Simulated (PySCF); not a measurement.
Species: C3H5AlCl2.
Geometry (PBE0-D3(BJ)/def2-SVP, Å), atoms numbered from 1 in this order:
```
atom  x, y, z in Å
C1    -1.9728   -0.1457    0.2524
C2    -0.5022   -0.4292    0.1513
Cl3   -0.1160   -2.1358    0.0573
C4     0.4795    0.4865    0.1247
Al5    2.3776    0.1606   -0.0280
Cl6    3.5654    1.9057   -0.1562
H7    -2.5698   -1.0648    0.2321
H8    -2.2907    0.4973   -0.5826
H9    -2.1907    0.3929    1.1876
H10    0.1224    1.5243    0.1821
H11    3.1359   -1.2179   -0.0818
```

Method used: PySCF, PBE0-D3(BJ)/def2-SVP geometry optimisation, gas phase.

Q: Which atoms are bound to Al5, and at what distances?

A: 3 atoms: H11 1.574 Å, C4 1.932 Å, Cl6 2.115 Å. The nearest atom not counted as bound is H10, at 2.64 Å.

Q: List the angles at Al5.

A: 
| angle | degrees | distance of the outer atoms (Å) |
| --- | --- | --- |
| C4–Al5–H11 | 128.6 | 3.16 |
| Cl6–Al5–H11 | 116.7 | 3.15 |
| C4–Al5–Cl6 | 114.7 | 3.41 |

Q: What is the shape at Al5?

A: Planar: angles 128.6°, 116.7° and 114.7°, sum 360.0°, 0.01 Å off the plane of its three neighbours.

Q: What are the other bond lengths?

A: C1–C2 1.501 Å; C2–Cl3 1.752 Å; C2=C4 1.343 Å; C1–H7, C1–H8, C1–H9 1.099 Å; C4–H10 1.099 Å.

Q: Give some angles away from the centre.

A: C1–C2–Cl3 113.8°, C1–C2–C4 126.1°, Cl3–C2–C4 120.1°, C2–C4–Al5 127.2°.

Q: What are the rotational constants (commonest isotopes, rigid rotor)?

A: A = 4428, B = 735.2, C = 633.2 MHz: a near-prolate asymmetric top.

Point group: near Cs, missed by 0.15 Å at most; the miss may be what the optimiser left on a soft mode. Charge 0, singlet. Whether it is a minimum is left open (no frequencies).

One conformer stands for the species.
